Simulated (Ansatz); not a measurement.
Consider the ligand exchange at the Si–O bond: `CO[SiH2][AlH][CH3]` + HCl → `[CH3][AlH][SiH2]Cl` + CH₃OH.

Gas-phase electronic energies from Ansatz, PBE0-D4/def2-TZVP geometries. CCSD(T)/CBS is the MP2 limit (def2-TZVPP, def2-QZVPP) plus CCSD(T) − MP2 in def2-TZVPP, frozen cores. This one scheme is used for every species. Functionals use def2-TZVPP. B3LYP here is the variant with VWN-RPA as its local correlation; programs differ in this. One conformer a species, not always the lowest.

**Question.** Is it downhill or uphill in electronic energy at CCSD(T)/CBS, and by how much? (Estimate.)

**Answer.** Computed: Downhill: ΔE = -4.3 kcal/mol.

**Question.** What do these levels give: PBE-D4, B3LYP-D4, ωB97M-V, PBE, PBE0, B3LYP, MP2/def2-TZVPP, SCS-MP2/def2-TZVPP, CCSD/def2-TZVPP, HF/def2-QZVPP, MP2/def2-QZVPP, MP2/CBS(def2)? (Best estimate.)

**Answer.** Computed: PBE-D4 -5.4, B3LYP-D4 -3.7, ωB97M-V -4.5, PBE -6.1, PBE0 -6.3, B3LYP -4.7, MP2/def2-TZVPP -3.9, SCS-MP2/def2-TZVPP -3.5, CCSD/def2-TZVPP -3.4, HF/def2-QZVPP -4.6, MP2/def2-QZVPP -4.4, MP2/CBS(def2) -5.0 kcal/mol.

Largest T1 diagnostic among the species: 0.011.

The D4 term adds +1.0 kcal/mol with B3LYP and +0.6 kcal/mol with PBE0; it sums over pairs of atoms, weighted by their polarisabilities, and B3LYP, whose exchange is more repulsive, gets the larger term. In def2-TZVPP, CCSD(T) changes the Hartree–Fock value by +1.6 kcal/mol (the triples alone add +0.1 kcal/mol) and MP2 by +0.9 kcal/mol.
